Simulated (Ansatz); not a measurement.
cis-Cu(NH3)2Cl2 (CuN2Cl2H6). Total charge 0; doublet. Geometry r2SCAN-D4/def2-SVP.

| atom | x (Å) | y (Å) | z (Å) |
| --- | --- | --- | --- |
| Cu1 | 0.4151 | 0.6979 | 0.2679 |
| N2 | -1.5976 | 0.3310 | -0.1282 |
| H3 | -1.9639 | 1.0285 | 0.5334 |
| H4 | -2.0122 | -0.5770 | 0.0880 |
| H5 | -1.9093 | 0.5981 | -1.0643 |
| N6 | 1.0676 | -1.2217 | -0.2140 |
| H7 | 2.0131 | -0.9412 | -0.5067 |
| H8 | 0.6293 | -1.7455 | -0.9733 |
| H9 | 1.1655 | -1.8551 | 0.5822 |
| Cl10 | 2.4769 | 1.3777 | -0.2216 |
| Cl11 | -0.2846 | 2.3072 | 1.6367 |

The 6-31G sets use Cartesian d functions. B3LYP takes the VWN-RPA correlation. No other spin state of charge 0 was run.

Question: Estimate the α-spin orbital energies around the gap (eV) in Ansatz with HF/6-31G, PBE-D4/def2-SVP, PBE-D4/def2-TZVP, B97M-V/def2-TZVP, B3LYP-D4/6-31G.

Answer: 
```tsv
orbital	HF/6-31G	PBE-D4/def2-SVP	PBE-D4/def2-TZVP	B97M-V/def2-TZVP	B3LYP-D4/6-31G
HOMO−9	-19.32	-7.61	-8.09	-8.78	-9.66
HOMO−8	-19.12	-7.32	-7.81	-8.60	-9.44
HOMO−7	-16.23	-6.89	-7.38	-8.13	-8.90
HOMO−6	-14.38	-6.78	-7.28	-8.01	-8.82
HOMO−5	-12.13	-6.45	-6.93	-7.60	-8.27
HOMO−4	-10.75	-5.64	-6.17	-6.61	-7.14
HOMO−3	-10.61	-5.48	-5.98	-6.42	-6.94
HOMO−2	-10.53	-5.44	-5.93	-6.33	-6.80
HOMO−1	-10.30	-5.22	-5.74	-6.21	-6.71
HOMO	-9.94	-4.82	-5.28	-5.83	-6.38
LUMO	2.18	-0.96	-1.33	-1.23	-0.59
LUMO+1	2.96	0.43	-0.19	0.00	0.50
LUMO+2	3.74	1.47	0.83	1.04	1.04
LUMO+3	4.69	1.70	1.01	1.29	1.87
LUMO+4	6.29	2.24	1.54	1.78	2.47
LUMO+5	6.51	2.34	1.61	1.81	2.70
β HOMO	-10.02	-5.06	-5.58	-6.02	-6.57
β LUMO	2.21	-3.97	-4.43	-4.29	-2.62
```
